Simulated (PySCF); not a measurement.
BH₆NO₂Si. Atoms are numbered in the order given.

```xyz
11

Si    -0.8563    -0.6849     0.4599
N     -1.8759     0.6356    -0.1583
B      0.9668     0.0219    -0.0902
O      2.1681    -0.4432     0.3384
O      0.8943     1.0422    -0.9899
H     -1.0585    -0.9989     1.9119
H     -1.2729    -1.8979    -0.3091
H     -2.8280     0.4021    -0.4337
H     -1.9127     1.4743     0.4207
H      2.9049     0.0277    -0.0802
H     -0.0464     1.2301    -1.1774
```

Geometry: B3LYP-D3(BJ)/def2-SVP. The structure was generated by enumeration, and PubChem lists no compound with its InChIKey, so it may never have been made. The values are those of a single conformer.

These are TDA-ωB97X/def2-SVPD run with PySCF values and carry that method's errors.

Vertical excitations. 

```csv
state,energy (eV),λ (nm),f,main pairs
S1,6.44,193,0.026,"HOMO→LUMO 80 %, HOMO→LUMO+1 13 %"
S2,6.95,178,0.022,"HOMO→LUMO+2 53 %, HOMO−1→LUMO 26 %"
S3,7.51,165,0.053,"HOMO−1→LUMO 50 %, HOMO→LUMO+2 27 %"
S4,7.92,156,0.049,"HOMO−1→LUMO+2 62 %, HOMO−1→LUMO+1 11 %"
S5,7.96,156,0.028,"HOMO→LUMO+1 50 %, HOMO→LUMO+3 12 %, HOMO→LUMO 8 %"
S6,8.48,146,0.035,"HOMO−3→LUMO 53 %, HOMO−3→LUMO+1 9 %"
S7,8.56,145,0.059,"HOMO→LUMO+4 54 %, HOMO−1→LUMO+1 10 %"
S8,8.73,142,0.014,"HOMO→LUMO+3 49 %, HOMO−2→LUMO 16 %"
S9,8.85,140,0.035,"HOMO−2→LUMO 40 %, HOMO−2→LUMO+1 23 %, HOMO−2→LUMO+2 7 %"
S10,8.92,139,0.028,"HOMO−2→LUMO+1 36 %, HOMO→LUMO+5 12 %, HOMO→LUMO+4 6 %"
T1,5.51,225,0,"HOMO→LUMO 39 %, HOMO→LUMO+1 17 %, HOMO→LUMO+2 15 %, HOMO−1→LUMO 9 %"
T2,6.44,192,0,"HOMO→LUMO 37 %, HOMO→LUMO+2 29 %, HOMO−1→LUMO 20 %"
T3,7.11,174,0,"HOMO−1→LUMO 40 %, HOMO→LUMO+2 28 %, HOMO−1→LUMO+1 7 %"
T4,7.50,165,0,"HOMO−2→LUMO 36 %, HOMO−2→LUMO+2 32 %, HOMO−2→LUMO+1 21 %"
```
Triplets are in the Tamm–Dancoff approximation.
